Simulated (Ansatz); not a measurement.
One geometry of C₂H₇AlTe (`C[CH2][AlH][TeH]`), several functionals.

```yaml
crystal:
  periodic: [false, false, false]
  atoms:
    - {symbol: C, position_ang: [-0.979464, 0.908960, 0.155226]}
    - {symbol: C, position_ang: [0.233430, 0.358150, 0.898008]}
    - {symbol: Al, position_ang: [1.276991, -1.047855, 0.023678]}
    - {symbol: Te, position_ang: [0.650376, -1.938266, -2.262685]}
    - {symbol: H, position_ang: [-1.713341, 0.126405, -0.054115]}
    - {symbol: H, position_ang: [-1.490668, 1.687463, 0.729141]}
    - {symbol: H, position_ang: [-0.698553, 1.346822, -0.806065]}
    - {symbol: H, position_ang: [0.939326, 1.166201, 1.133636]}
    - {symbol: H, position_ang: [-0.064098, -0.040477, 1.877435]}
    - {symbol: H, position_ang: [2.561318, -1.711467, 0.676556]}
    - {symbol: H, position_ang: [-0.650018, -0.912938, -2.350215]}
basis:
  gaussian: {orbitals: def2-TZVPP}
hamiltonian: {xc: {name: wB97X-V}}
output: {orbitals: {seedname: orbitals}}
```

```sh
$ ansatz run in.yaml --threads 4 --pin off --events-out ev --progress --plain --max-ram 10444MiB
```

It prints (some lines left out):

```
Functional definition: wB97X-V
1472 factors; their error is unknown
368 factors; integrals over basis functions are off by at most 2.3e-5 eV
mean field evaluation 1: about -16074.0331 eV, gradient 4.2e1 eV
mean field evaluation 2: about -16075.7285 eV, gradient 3.3e1 eV
mean field evaluation 4: about -16078.2871 eV, gradient 1.1e0 eV
mean field evaluation 8: about -16078.3417 eV, gradient 5.6e-1 eV
mean field evaluation 16: about -16078.3421 eV, gradient 9.1e-5 eV
mean field -16078.34210439 eV, -590.8681740448 hartree, gradient 8.2e-6 eV, S^2 0.000000; 0 other end points of the search recorded, 0 dependent functions left out
reference -16078.34210213 eV, -590.8681739615 hartree; 28, 28 occupied and 224, 224 virtual orbitals, 1472 factors
Total energy: -16078.34210213 eV, -590.8681739615 hartree
```

It took 7.5 s on 4 threads of an Arm Neoverse V2 on a shared host, with 0.81 GiB of host memory at the peak.

The same input with `hamiltonian: {xc: {name: B3LYP}, dispersion: d4}` and forces (abridged; 4.1 s):

```
Functional definition: B3LYP
mean field evaluation 16: about -16083.7478 eV, gradient 3.4e-4 eV
mean field -16083.74776590 eV, -591.0668284411 hartree, gradient 2.7e-5 eV, S^2 0.000000
Total energy: -16084.13530491 eV, -591.0810702369 hartree
Atom 0 force    -0.186459     0.091473    -0.099681 eV/Å
Atom 1 force     0.164801    -0.036731     0.160382 eV/Å
Atom 2 force     0.150017    -0.054358     0.115022 eV/Å
Atom 3 force     0.023665    -0.074812    -0.089465 eV/Å
Atom 4 force     0.030076     0.044210     0.004996 eV/Å
Atom 5 force     0.015850    -0.032427    -0.032516 eV/Å
Atom 6 force    -0.023213    -0.018753     0.043682 eV/Å
Atom 7 force    -0.042918    -0.032426    -0.004224 eV/Å
Atom 8 force     0.009743     0.030118    -0.043108 eV/Å
Atom 9 force    -0.079529     0.045279    -0.033770 eV/Å
Atom 10 force    -0.062033     0.038429    -0.021316 eV/Å
Dipole moment:    -0.085455     0.189058     0.191350 e Å
```

B3LYP takes the VWN-RPA correlation (the form of Gaussian; ORCA's B3LYP/G).
